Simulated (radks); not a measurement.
Tc2+, 41 electrons, occupied as [Kr] 4d5.

All-electron calculation, Dirac Kohn-Sham, PBE, spin-unpolarised, spherical densities, point nucleus; open shells fill j = l - 1/2 first. Program: a radial shooting solver on a logarithmic mesh with Libxc functionals.

Energy parts (eV):
| part | energy |
|---|---|
| total | -116612.982 |
| kinetic | 121135.732 |
| electron-nucleus | -281139.870 |
| Hartree | 46876.820 |
| exchange-correlation | -3485.665 |

Orbitals (lengths in bohr, moments of r in powers of bohr; <r^-3> diverges for s and p1/2; r(max) is where P^2 peaks):
orbital  occ.  eigenvalue (eV)   <1/r>  <r^-3>   r(max)  small-component weight
1s1/2       2        -20874.45   44.71       -  0.02228                2.46e-02
2s1/2       2        -2991.241   10.20       -   0.1263                5.07e-03
2p1/2       2        -2759.470   10.18       -  0.09814                5.08e-03
2p3/2       4        -2641.213   9.668    2594   0.1020                4.91e-03
3s1/2       2        -534.3324   3.507       -   0.3725                1.37e-03
3p1/2       2        -445.2712   3.408       -   0.3595                1.31e-03
3p3/2       4        -425.4968   3.284   439.8   0.3689                1.27e-03
3d3/2       4        -267.9889   3.101   64.95   0.3099                1.15e-03
3d5/2       6        -264.1883   3.070   61.77   0.3126                1.14e-03
4s1/2       2         -89.4527   1.296       -   0.9500                3.18e-04
4p1/2       2         -63.4709   1.175       -    1.007                2.70e-04
4p3/2       4         -60.5286   1.139   65.52    1.032                2.59e-04
4d3/2       4         -22.6053  0.8264   5.404    1.258                1.46e-04
4d5/2       1         -22.2983  0.8177   5.101    1.269                1.43e-04
5s1/2       0         -18.3813  0.4532       -    2.521                5.20e-05
5p1/2       0         -13.2910  0.3789       -    2.976                3.77e-05
5p3/2       0         -12.9756  0.3705   7.079    3.046                3.65e-05

The highest occupied level is 4d5/2 at -22.298 eV. Summed over all electrons, <r^2> = 31.23 bohr^2, which gives a Langevin (diamagnetic) susceptibility term of -24.7 x 10^-6 cm^3/mol. The density falls to 0.001 e/bohr^3 at r = 3.55 bohr. For comparison, the ionisation energy in NIST's Atomic Spectra Database is 29.550 eV (semi-empirical). In exact Kohn-Sham theory the highest level is minus the ionisation energy, but local and semilocal functionals leave it too shallow, through self-interaction and a potential that decays too fast; potentials with the right tail come closer.

Beside tabulated values, note that spin-unpolarised runs miss the spin-polarisation part of the exchange energy of open shells.
